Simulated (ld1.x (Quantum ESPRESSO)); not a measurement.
## Au (Z = 79): variants of one ultrasoft potential

Base potential:

```
Element                 : Au (Z = 79)
Generator               : ld1.x (Quantum ESPRESSO) 7.5
Type                    : ultrasoft
Functional              : LDA (PZ)
Relativity              : scalar-relativistic
Frozen core             : [Kr] 4d10 4f14
Valence charge          : 19
Reference configuration : 5s2 5p6 5d9 6s2 6p0
Partial waves           : 5s (bound): rcut 1.40, rcutus 1.80 bohr; 6s (bound): rcut 1.40, rcutus 1.80 bohr; 5p (bound): rcut 1.40, rcutus 1.65 bohr; 6p (bound, empty): rcut 1.40, rcutus 1.65 bohr; 5d (bound): rcut 1.75, rcutus 2.15 bohr; 5d channel at 2.6 Ry: rcut 1.75, rcutus 2.15 bohr
Local potential         : all-electron potential smoothed inside 1.40 bohr (lloc = -2)
Core correction         : none
Augmentation charge     : built from norm-conserving waves at rcut, not smoothed further
```

All-electron outer shells of the reference configuration (LDA (PZ), scalar-relativistic, ld1.x):

```csv
shell,level (eV),outermost node (bohr),outermost maximum (bohr)
4d,-328.87,0.20,0.41
5s,-111.65,0.48,0.84
4f,-84.58,–,0.37
5p,-62.77,0.52,0.94
5d,-9.16,0.56,1.20
6s,-6.96,1.11,2.27
6p,-1.25,1.31,3.30
```

Cutoffs, loose and tight: the cutoffs (Ry, on a coarse ladder) from which the occupation-weighted sum of valence levels, in a spherical-Bessel basis at the reference potential, stays within 10 and 1 mRy of its value at 400 Ry. They do not see the model core or the augmentation charge, which bear on the density cutoff. Test errors are all-electron minus pseudo excitation energies from the reference, over the configurations 5s2 5p6 5d10 6s1 6p0; 5s2 5p6 5d10 6s0 6p0; 5s2 5p6 5d9 6s0 6p0; 5s2 5p6 5d10 6s0.5 6p0; 5s2 5p6 5d8 6s0 6p0; 5s2 5p5 5d10 6s1 6p0; 5s1 5p6 5d10 6s1 6p0 (two spin-polarised tests are not counted in the largest error). A dash means not determined; rows that change the core or the reference have their own tests. The largest error is taken over the tests solved by every variant that gives reliable tests at all: 5s2 5p6 5d10 6s0 6p0; 5s2 5p6 5d10 6s0.5 6p0; 5s2 5p6 5d10 6s1 6p0; 5s2 5p6 5d8 6s0 6p0; 5s2 5p6 5d9 6s0 6p0.

Cutoffs are not given where the Bessel-basis levels miss the radial ones by over 6 mRy, ghosts where they miss by over 20 mRy; a channel whose overlap is not positive is not tested.

A file whose overlap is not positive is unfit for use, and its test errors describe a broken file.

| change | outcome | bound ghosts | largest test error (meV) |
| --- | --- | --- | --- |
| base | generated, overlap not positive | not determined (overlap not positive) | +6414 |
| waves 5d (bound): rcut 1.28, rcutus 1.36 bohr; 5d channel at 2.6 Ry: rcut 1.28, rcutus 1.36 bohr | generated, overlap not positive | not determined (overlap not positive) | +6434 |
| waves 5d (bound): rcut 1.64, rcutus 1.74 bohr; 5d channel at 2.6 Ry: rcut 1.64, rcutus 1.74 bohr | generated, overlap not positive | not determined (overlap not positive) | +6763 |
| waves 5d (bound): rcut 1.75, rcutus 1.94 bohr; 5d channel at 2.6 Ry: rcut 1.75, rcutus 1.94 bohr | generated, overlap not positive | not determined (overlap not positive) | +6430 |
| waves 5d (bound): rcut 1.75, rcutus 2.14 bohr; 5d channel at 2.6 Ry: rcut 1.75, rcutus 2.14 bohr | generated, overlap not positive | not determined (overlap not positive) | +6414 |
| waves 5d (bound): rcut 1.75, rcutus 2.44 bohr; 5d channel at 2.6 Ry: rcut 1.75, rcutus 2.44 bohr | generated, overlap not positive | not determined (overlap not positive) | +6417 |
| waves 5d (bound): rcut 1.75, rcutus 2.66 bohr; 5d channel at 2.6 Ry: rcut 1.75, rcutus 2.66 bohr | generated, overlap not positive | not determined (overlap not positive) | +6407 |
| waves 5d (bound): rcut 1.75, rcutus 2.90 bohr; 5d channel at 2.6 Ry: rcut 1.75, rcutus 2.90 bohr | generated, overlap not positive | not determined (overlap not positive) | +6398 |
| waves 5d (bound): rcut 1.75, rcutus 3.16 bohr; 5d channel at 2.6 Ry: rcut 1.75, rcutus 3.16 bohr | generated, overlap not positive | not determined (overlap not positive) | +6388 |
